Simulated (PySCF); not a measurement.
GeOBr2, SMILES [Ge](=[O])([Br])[Br].

Geometry optimised at B3LYP-D3(BJ)/def2-SVP.

Method: PySCF with PBE/def2-TZVP.

Symmetry labels are those of the subgroup C2v that the program uses (full group C2v).

List the valence orbital energies around the gap with their symmetry. (An estimate is asked for; the answer gives what the named calculation found.)


| orbital | symmetry | energy (eV) |
|---|---|---|
| HOMO−7 | B2 | -10.28 |
| HOMO−6 | A1 | -9.54 |
| HOMO−5 | B1 | -9.03 |
| HOMO−4 | A1 | -8.31 |
| HOMO−3 | A2 | -8.23 |
| HOMO−2 | B2 | -7.97 |
| HOMO−1 | B1 | -7.62 |
| HOMO | B2 | -7.14 |
| LUMO | A1 | -4.05 |
| LUMO+1 | B1 | -3.12 |
| LUMO+2 | B2 | -0.01 |
| LUMO+3 | A1 | 0.51 |
